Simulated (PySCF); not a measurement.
Species: C6H9Cl.
SMILES with atom numbers: `[Cl:1][C@H:2]1[CH2:3][C:4]12[CH2:5][CH2:6][CH2:7]2` (hydrogens: H8 on C2; H9, H10 on C3; H11, H12 on C5; H13, H14 on C6; H15, H16 on C7)

Structure used (PBE0-D3(BJ)/def2-SVP), in Å, numbered top down from 1:
```
atom  x, y, z in Å
Cl1   -1.774    2.952   -0.144
C2    -1.442    1.328   -0.733
C3    -0.270    1.086   -1.628
C4    -0.253    0.590   -0.214
C5     0.660    1.051    0.917
C6     0.681   -0.401    1.452
C7    -0.232   -0.852    0.287
H8    -2.368    0.772   -0.907
H9     0.363    1.946   -1.865
H10   -0.394    0.364   -2.442
H11    0.191    1.793    1.581
H12    1.634    1.444    0.590
H13    1.675   -0.871    1.458
H14    0.241   -0.524    2.451
H15   -1.215   -1.248    0.588
H16    0.230   -1.566   -0.412
```

Method used: core-valence-separated Tamm–Dancoff BHandHLYP/aug-pcX-1 (pcseg-1 on H, def2-SVPD on Cl) in PySCF, non-relativistic, gas phase, PBE0-D3(BJ)/def2-SVP geometry. BHandHLYP without relativity tends to put these K edges a few eV too low, so spacings mean more than positions.

Task: List the carbon K-edge absorption lines.

Result: 
| E (eV) | f | core hole on | main final orbital |
| --- | --- | --- | --- |
| 285.31 | 0.0593 | C2 | spread |
| 285.56 | 0.0101 | C6 | LUMO (42 %) |
| 285.65 | 0.0149 | C7 | LUMO (65 %) |
| 285.71 | 0.0132 | C5 | spread |
| 285.89 | 0.0177 | C6 | spread |
| 285.92 | 0.0162 | C3 | LUMO (32 %) |
| 285.94 | 0.0301 | C7 | spread |
| 286.00 | 0.0205 | C5 | spread |
| 286.04 | 0.0202 | C3 | LUMO+6 (37 %) |
| 286.25 | 0.0134 | C7 | LUMO+1 (60 %) |
| 286.27 | 0.0276 | C4 | LUMO+3 (33 %) |
| 286.35 | 0.0212 | C3 | spread |
| 286.36 | 0.0117 | C6 | spread |
| 286.43 | 0.0243 | C5 | spread |
| 286.57 | 0.0242 | C4 | spread |
| 286.67 | 0.0047 | C5 | spread |
| 286.72 | 0.0040 | C7 | spread |
| 286.73 | 0.0049 | C6 | spread |
| 286.91 | 0.0075 | C4 | LUMO+1 (74 %) |
| 286.97 | 0.0046 | C5 | LUMO (46 %) |
| 287.00 | 0.0018 | C4 | LUMO (82 %) |
| 287.01 | 0.0051 | C3 | spread |
| 287.20 | 0.0185 | C2 | spread |
| 287.26 | 0.0052 | C3 | LUMO (44 %) |
| 287.33 | 0.0007 | C5 | spread |
| 287.35 | 0.0004 | C6 | spread |
| 287.37 | 0.0075 | C7 | spread |

The first line with a tenth or more of the strongest one's intensity is at 285.31 eV (f = 0.059), with the hole on C2 (sp3 C–Cl carbon). It is also the strongest listed.

Roots within 0.03 eV whose holes lie on the same, on equivalent or on shared atoms are summed into one line, and the highest roots are left out, as the search may have cut off their partners. Final orbitals are the ground state's empty Kohn–Sham orbitals.

Task: What is the summed oscillator strength of the listed C K lines, and their intensity-weighted mean energy?

Result: Σf = 0.389 over 27 lines from 285.31 to 287.37 eV; the weighted mean is 286.15 eV. The strongest line holds 15 % of the sum.

The ionisation thresholds weren't computed; near and above them a finite basis only mimics Rydberg series and continuum.
